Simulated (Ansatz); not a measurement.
Correlation energies of `F[C]1=[CH][Zn]1` by basis set

```xyz
5

F     0.827   -0.407   -1.502
C    -0.028    0.161   -0.650
C    -0.034   -0.116    0.694
Zn   -1.394    1.167    0.239
H     0.629   -0.805    1.220
```

Total charge 0; spin multiplicity 1. For Zn the d shell is correlated and the shells below it are frozen. Scalar relativity is left out up to krypton. Geometry: relaxed with PBE0-D4/def2-TZVP. Frozen core, restricted reference, the Gaussian-basis code of Ansatz.

```json
{"basis": "def2-SVP", "HF (Eh)": "-1952.98601", "MP2 corr.": "-0.74689", "CCSD corr.": "-0.74076", "(T)": "-0.02825", "CCSD(T) total": "-1953.75502"}
{"basis": "def2-TZVPP", "HF (Eh)": "-1953.44836", "MP2 corr.": "-1.06718", "CCSD corr.": "-1.02631", "(T)": "-0.04514", "CCSD(T) total": "-1954.51981"}
{"basis": "def2-QZVPP", "HF (Eh)": "-1953.49781", "MP2 corr.": "-1.14497", "CCSD corr.": "–", "(T)": "–", "CCSD(T) total": "–"}
```
